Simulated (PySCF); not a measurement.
**The 18-electron isoelectronic series, non-relativistic**

All values are computed (PySCF 2.14, energy differences of UHF-based or UKS calculations, no spin-orbit coupling). Each ion has its own even-tempered basis scaled to its charge (16s10p5d4f for the first); frozen: 1s2. Ionisation energies in eV.

```
  ion  configuration     UHF  MP2 (outer shells)  CCSD (outer shells)  CCSD(T) (outer shells)     LDA     PBE    PBE0  NIST (with spin-orbit, Breit and QED)
Ba³⁸⁺      [Ar] (1S)  2796.2              2797.1               2796.9                  2796.9  2797.5  2797.7  2797.9                           2814 ± 4 (t)
Ce⁴⁰⁺      [Ar] (1S)  3064.1              3064.9               3064.8                  3064.8  3065.3  3065.6  3065.8                           3087 ± 4 (t)
Nd⁴²⁺      [Ar] (1S)  3344.0              3344.9               3344.8                  3344.8  3345.3  3345.6  3345.8                           3371 ± 4 (t)
Pm⁴³⁺      [Ar] (1S)  3488.5              3489.4               3489.2                  3489.2     n/a     n/a     n/a                           3519 ± 4 (t)
Sm⁴⁴⁺      [Ar] (1S)  3636.1              3636.9               3636.8                  3636.8  3637.3  3637.7  3637.8                           3669 ± 4 (t)
Gd⁴⁶⁺      [Ar] (1S)  3940.2              3941.1               3941.0                  3941.0  3941.4  3941.8  3942.0                           3980 ± 4 (t)
Dy⁴⁸⁺      [Ar] (1S)  4256.5              4257.4               4257.2                  4257.2  4257.7  4258.1  4258.3                           4303 ± 4 (t)
Er⁵⁰⁺      [Ar] (1S)  4584.8              4585.7               4585.6                  4585.6  4586.0  4586.5  4586.6                           4639 ± 4 (t)
Yb⁵²⁺      [Ar] (1S)  4925.4              4926.3               4926.2                  4926.2  4926.5  4927.0  4927.2                           4988 ± 4 (t)
Hf⁵⁴⁺      [Ar] (1S)  5277.9              5278.8               5278.7                  5278.7  5279.0  5279.5  5279.7                           5350 ± 5 (t)
```

Each ion has its own basis, which adds noise of up to about 0.1 % along the series.

NIST values marked (s) are semi-empirical, (t) theoretical. Open shells are high-spin determinants of the terms that Hund's rules give.

All relativistic terms are absent from the calculated values; where these lie close to NIST, scalar and spin-orbit shifts of opposite sign can cancel.
